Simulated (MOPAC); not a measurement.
Job for MOPAC: PM6 on C4H8 (a complex), monomers drawn apart or pushed together.

```
PM6 1SCF PRECISE CHARGE=0 THREADS=1
C4H8

C     -0.20440649 1    -0.04430182 1    -0.29071696 1
H      0.37230030 1    -0.09913342 1    -1.21308321 1
H     -0.75803661 1     0.89371268 1    -0.26659162 1
H     -0.90208411 1    -0.88016963 1    -0.25156153 1
H      0.46781400 1    -0.09127708 1     0.56443765 1
C      1.47621841 1    -0.03665128 1     4.09802517 1
C      0.18617596 1     0.04058202 1     3.95474029 1
C     -1.10272387 1     0.11774008 1     3.80541911 1
H      1.97469256 1    -0.99332594 1     4.20427429 1
H      2.09475916 1     0.85331807 1     4.11669240 1
H     -1.55410278 1     0.10076880 1     2.82030241 1
H     -1.76470366 1     0.20151231 1     4.65952713 1
```

It printed:

```
*******************************************************************************
 **                                                                           **
 **                              MOPAC v23.2.5                                **
 **                                                                           **
 *******************************************************************************
 ** MOPAC's Digital Object Identifier: https://doi.org/10.5281/zenodo.6511958 **
 **                                                                           **
 ** Please cite the open-source release paper for use of this MOPAC version:  **
 ** J. E. Moussa and J. J. P. Stewart (2026)                                  **
 ** MOPAC: An open-source semiempirical molecular orbital program             **
 ** J. Open Source Softw., 11(119), 8025, https://doi.org/10.21105/joss.08025 **
 *******************************************************************************

                              PM6 CALCULATION RESULTS

 *******************************************************************************
 *  PM6        - The PM6 Hamiltonian to be used
 *
 *
 *
 *                 CHARGE ON SYSTEM = 0
 *
 *
 *
 *  PRECISE    - TIGHTER CRITERIA TO BE USED
 *  1SCF       - DO 1 SCF AND THEN STOP
 *  THREADS=1  - MULTI-THREADING NOT USED
 *  T=         - A TIME OF 172800.0 SECONDS REQUESTED
 *  DUMP=N     - RESTART FILE WRITTEN EVERY 7200.0 SECONDS REQUESTED
 *******************************************************************************
PM6 1SCF PRECISE CHARGE=0 THREADS=1
 C4H8

   ATOM   CHEMICAL          X               Y               Z
  NUMBER   SYMBOL      (ANGSTROMS)     (ANGSTROMS)     (ANGSTROMS)

     1       C         -0.20440649  *  -0.04430182  *  -0.29071696  *
     2       H          0.37230030  *  -0.09913342  *  -1.21308321  *
     3       H         -0.75803661  *   0.89371268  *  -0.26659162  *
     4       H         -0.90208411  *  -0.88016963  *  -0.25156153  *
     5       H          0.46781400  *  -0.09127708  *   0.56443765  *
     6       C          1.47621841  *  -0.03665128  *   4.09802517  *
     7       C          0.18617596  *   0.04058202  *   3.95474029  *
     8       C         -1.10272387  *   0.11774008  *   3.80541911  *
     9       H          1.97469256  *  -0.99332594  *   4.20427429  *
    10       H          2.09475916  *   0.85331807  *   4.11669240  *
    11       H         -1.55410278  *   0.10076880  *   2.82030241  *
    12       H         -1.76470366  *   0.20151231  *   4.65952713  *



          CARTESIAN COORDINATES

    NO.       ATOM           X           Y           Z

     1         C         -0.2044     -0.0443     -0.2907
     2         H          0.3723     -0.0991     -1.2131
     3         H         -0.7580      0.8937     -0.2666
     4         H         -0.9021     -0.8802     -0.2516
     5         H          0.4678     -0.0913      0.5644
     6         C          1.4762     -0.0367      4.0980
     7         C          0.1862      0.0406      3.9547
     8         C         -1.1027      0.1177      3.8054
     9         H          1.9747     -0.9933      4.2043
    10         H          2.0948      0.8533      4.1167
    11         H         -1.5541      0.1008      2.8203
    12         H         -1.7647      0.2015      4.6595

 General Reference for PM6:
 "Optimization of Parameters for Semiempirical Methods V: Modification of NDDO Approximations
 and Application to 70 Elements", J. J. P. Stewart, J. Mol. Mod., 13, 1173-1213 (2007)
 URL: https://link.springer.com/article/10.1007/s00894-007-0233-4

           Empirical Formula: C4 H8  =    12 atoms



      MOLECULAR POINT GROUP   :   Cs


      RHF CALCULATION, NO. OF DOUBLY OCCUPIED LEVELS = 12


 -------------------------------------------------------------------------------
 PM6 1SCF PRECISE CHARGE=0 THREADS=1
 C4H8



     1SCF WAS SPECIFIED, SO BFGS WAS NOT USED
     SCF FIELD WAS ACHIEVED


                              PM6 CALCULATION
                                                       MOPAC v23.2.5 Linux




          FINAL HEAT OF FORMATION =         30.17246 KCAL/MOL =     126.24155 KJ/MOL


          COSMO AREA              =        134.26 SQUARE ANGSTROMS
          COSMO VOLUME            =        113.32 CUBIC ANGSTROMS

          IONIZATION POTENTIAL    =         10.383381 EV
          HOMO LUMO ENERGIES (EV) =        -10.383  1.092
          NO. OF FILLED LEVELS    =         12
          MOLECULAR WEIGHT        =         56.1072         POINT GROUP:  Cs

          MOLECULAR DIMENSIONS (Angstroms)

            Atom       Atom       Distance
            H    12    H     2     6.25657
            H    10    H     4     4.59161
            H     9    H     3     3.32942


          SCF CALCULATIONS        =          1





   ATOM   CHEMICAL          X               Y               Z
  NUMBER   SYMBOL      (ANGSTROMS)     (ANGSTROMS)     (ANGSTROMS)

     1       C         -0.20440649  *  -0.04430182  *  -0.29071696  *
     2       H          0.37230030  *  -0.09913342  *  -1.21308321  *
     3       H         -0.75803661  *   0.89371268  *  -0.26659162  *
     4       H         -0.90208411  *  -0.88016963  *  -0.25156153  *
     5       H          0.46781400  *  -0.09127708  *   0.56443765  *
     6       C          1.47621841  *  -0.03665128  *   4.09802517  *
     7       C          0.18617596  *   0.04058202  *   3.95474029  *
     8       C         -1.10272387  *   0.11774008  *   3.80541911  *
     9       H          1.97469256  *  -0.99332594  *   4.20427429  *
    10       H          2.09475916  *   0.85331807  *   4.11669240  *
    11       H         -1.55410278  *   0.10076880  *   2.82030241  *
    12       H         -1.76470366  *   0.20151231  *   4.65952713  *

                             CARTESIAN COORDINATES

   1    C       -0.204406490    -0.044301820    -0.290716960
   2    H        0.372300300    -0.099133420    -1.213083210
   3    H       -0.758036610     0.893712680    -0.266591620
   4    H       -0.902084110    -0.880169630    -0.251561530
   5    H        0.467814000    -0.091277080     0.564437650
   6    C        1.476218410    -0.036651280     4.098025170
   7    C        0.186175960     0.040582020     3.954740290
   8    C       -1.102723870     0.117740080     3.805419110
   9    H        1.974692560    -0.993325940     4.204274290
  10    H        2.094759160     0.853318070     4.116692400
  11    H       -1.554102780     0.100768800     2.820302410
  12    H       -1.764703660     0.201512310     4.659527130


           Empirical Formula: C4 H8  =    12 atoms



      MOLECULAR POINT GROUP   :   Cs


                  EIGENVALUES
 -27.50901 -25.09895 -24.93826 -18.27751 -15.27277 -15.26631 -14.79541 -13.64491
 -13.62922 -13.62800 -10.38380 -10.38338   1.09174   1.09692   5.16936   5.47397
   5.97489   5.98709   5.99416   5.99537   6.02415   6.12184   6.80049   7.22684


              NET ATOMIC CHARGES AND DIPOLE CONTRIBUTIONS

  ATOM NO.   TYPE          CHARGE      No. of ELECS.   s-Pop       p-Pop
    1          C          -0.656734        4.6567     1.07958     3.57716
    2          H           0.164077        0.8359     0.83592
    3          H           0.163179        0.8368     0.83682
    4          H           0.163081        0.8369     0.83692
    5          H           0.166405        0.8336     0.83359
    6          C          -0.456231        4.4562     1.10608     3.35016
    7          C           0.158640        3.8414     1.11818     2.72318
    8          C          -0.454473        4.4545     1.10635     3.34812
    9          H           0.187677        0.8123     0.81232
   10          H           0.187682        0.8123     0.81232
   11          H           0.189052        0.8109     0.81095
   12          H           0.187644        0.8124     0.81236
 DIPOLE           X         Y         Z       TOTAL
 POINT-CHG.    -0.008     0.001    -0.006     0.010
 HYBRID        -0.001     0.000    -0.000     0.001
 SUM           -0.009     0.001    -0.006     0.011


          ATOMIC ORBITAL ELECTRON POPULATIONS

     Atom    s        px        py        pz
    1  C   1.07958   1.19314   1.19059   1.19343
    2  H   0.83592
    3  H   0.83682
    4  H   0.83692
    5  H   0.83359
    6  C   1.10608   1.03713   1.15613   1.15690
    7  C   1.11818   0.94875   0.88790   0.88653
    8  C   1.10635   1.03753   1.15550   1.15509
    9  H   0.81232
   10  H   0.81232
   11  H   0.81095
   12  H   0.81236

 **********************
 *                    *
 * JOB ENDED NORMALLY *
 *                    *
 **********************




 == MOPAC DONE ==
```

The run finished.

Cost: about 0.03 core-seconds (a rough figure).
